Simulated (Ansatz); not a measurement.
Reaction (redistribution): `C[SiH2]O` + `O[Si](O)(O)[SeH]` → `C[SiH](O)[Si](O)(O)O` + H₂Se

Program: Ansatz. Geometries: PBE0-D4/def2-TZVP. ΔE: electronic, gas phase. CCSD(T)/CBS is the MP2 limit (def2-TZVPP, def2-QZVPP) plus CCSD(T) − MP2 in def2-TZVPP, frozen cores. This one scheme is used for every species. DFT in def2-TZVPP. B3LYP here is the variant with VWN-RPA as its local correlation; programs differ in this. For Se outer-core shells are correlated without core-valence functions, which leaves a few kJ/mol of doubt a bond. Scalar relativity is left out up to krypton. Each species was taken in one conformer, which may not be the lowest.

`C[SiH2]O`:

Z-matrix (Å, degrees):
```
C
Si 1 1.863
H 1 1.093 2 111.0
H 1 1.094 2 110.2 3 119.8
H 1 1.093 2 111.5 3 -120.7
O 2 1.652 1 112.6 3 57.7
H 2 1.492 1 108.9 3 -179.5
H 2 1.483 1 110.6 3 -59.4
H 6 0.957 2 117.7 1 68.6
```

`O[Si](O)(O)[SeH]`:

```xyz
9

O    -0.262    0.999    1.108
Si    0.154   -0.165    0.036
O     0.824   -1.505    0.671
O     1.264    0.530   -0.937
Se   -1.700   -0.996   -0.972
H    -1.031    0.823    1.653
H     1.781   -1.514    0.741
H     1.197    1.478   -1.060
H    -2.226    0.349   -1.240
```

`C[SiH](O)[Si](O)(O)O`:

```xyz
15

C     1.088    0.578    1.967
Si    1.133    0.046    0.184
O     1.796   -1.469    0.095
Si   -0.986   -0.072   -0.825
O    -0.807   -1.400   -1.781
O    -2.257   -0.346    0.178
O    -1.425    1.286   -1.650
H     0.425   -0.064    2.549
H     2.089    0.529    2.404
H     0.732    1.609    2.050
H     1.971    1.023   -0.581
H     1.413   -2.032   -0.581
H    -1.598   -1.788   -2.164
H    -2.809    0.413    0.373
H    -0.766    1.687   -2.219
```

H₂Se:

Z-matrix (Å, degrees):
```
Se
H 1 1.467
H 1 1.467 2 91.2
```

```json
{"level": "PBE-D4", "ΔE (kJ/mol)": "64.7"}
{"level": "r2SCAN-D4", "ΔE (kJ/mol)": "77.2"}
{"level": "PBE0-D4", "ΔE (kJ/mol)": "72.0"}
{"level": "B3LYP-D4", "ΔE (kJ/mol)": "72.7"}
{"level": "HF/def2-TZVPP", "ΔE (kJ/mol)": "92.5"}
{"level": "CCSD(T)/def2-TZVPP", "ΔE (kJ/mol)": "78.3"}
{"level": "MP2/def2-QZVPP", "ΔE (kJ/mol)": "90.3"}
{"level": "HF/CBS(def2)", "ΔE (kJ/mol)": "92.8"}
```

Q: What does CCSD(T)/CBS give? (An estimate is asked.)

A: The calculation gave: +81.4 kJ/mol. The listed levels differ from it by -16.7, -4.2, -9.4, -8.7, 11.1, -3.1, 8.9, 11.4 kJ/mol.

Largest T1 diagnostic among the species: 0.012.

From PBE to PBE0 (25 % exact exchange), in def2-TZVPP and without D4, ΔE moves by +7.4 kJ/mol. The D4 term adds −3.4 kJ/mol with B3LYP and −2.7 kJ/mol with PBE0; it sums over pairs of atoms, weighted by their polarisabilities, and B3LYP, whose exchange is more repulsive, gets the larger term.
